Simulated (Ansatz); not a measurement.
Reaction (ligand exchange at a Ge–C bond): `F[SiH](F)[CH2][GeH3]` + `OC(O)=S` → `OC(=S)[O][GeH3]` + `C[SiH](F)F`

Calculated with Ansatz (gas phase, PBE0-D4/def2-TZVP geometries, no zero-point term in ΔE). CCSD(T)/CBS adds triple-zeta CCSD(T) − MP2 to the extrapolated MP2 energy (def2 sets, frozen cores). Functionals use def2-TZVPP. For Ge outer-core shells are correlated without core-valence functions, which leaves a few kJ/mol of doubt a bond. Scalar relativity is left out up to krypton. One conformer a species, not always the lowest.

`F[SiH](F)[CH2][GeH3]`:

Z-matrix (Å, degrees):
```
Si
F 1 1.591
C 1 1.835 2 109.7
F 1 1.591 2 106.5 3 119.8
H 1 1.477 2 107.9 3 -124.8
Ge 3 1.967 1 114.6 2 -56.5
H 3 1.094 1 109.7 2 65.4
H 3 1.095 1 108.7 2 -177.4
H 6 1.537 3 109.1 1 -169.6
H 6 1.538 3 109.7 1 -50.1
H 6 1.535 3 109.8 1 70.2
```

`OC(O)=S`:

Cartesian coordinates in Å:
```
O 0.869 -0.570 0.023
C -0.309 0.051 0.118
O -0.365 1.077 -0.710
S -1.514 -0.391 1.117
H 0.850 -1.307 0.648
H 0.469 1.139 -1.197
```

`OC(=S)[O][GeH3]`:

Z-matrix (Å, degrees):
```
Ge
O 1 1.833
H 1 1.528 2 100.6
H 1 1.529 2 107.9 3 118.6
H 1 1.529 2 107.9 3 -118.6
C 2 1.302 1 122.6 3 -180.0
S 6 1.635 2 125.2 1 179.9
O 6 1.343 2 111.8 1 -0.1
H 8 0.966 6 106.8 2 180.0
```

`C[SiH](F)F`:

```xyz
8

C     0.393   -0.706   -0.570
Si   -0.364    0.572    0.516
F    -1.171    1.621   -0.367
F     0.777    1.387    1.267
H     1.063   -0.245   -1.300
H    -0.380   -1.256   -1.111
H     0.970   -1.420    0.023
H    -1.288    0.047    1.542
```

```json
{"species": "`F[SiH](F)[CH2][GeH3]`", "ωB97X-V energy (Eh)": "-2607.84518"}
{"species": "`OC(O)=S`", "ωB97X-V energy (Eh)": "-587.92266"}
{"species": "`OC(=S)[O][GeH3]`", "ωB97X-V energy (Eh)": "-2665.95154"}
{"species": "`C[SiH](F)F`", "ωB97X-V energy (Eh)": "-529.83374"}
```

(1) Work out ΔE.

Largest T1 diagnostic among the species: 0.016.

## Answers

(1) ΔE = (-2665.95154) + (-529.83374) − (-2607.84518) − (-587.92266) = -0.01744 Eh = -0.47 eV. CCSD(T)/CBS gives -0.42 eV.

In def2-TZVPP, CCSD(T) changes the Hartree–Fock value by +0.17 eV (the triples alone add +0.01 eV) and MP2 by +0.16 eV.
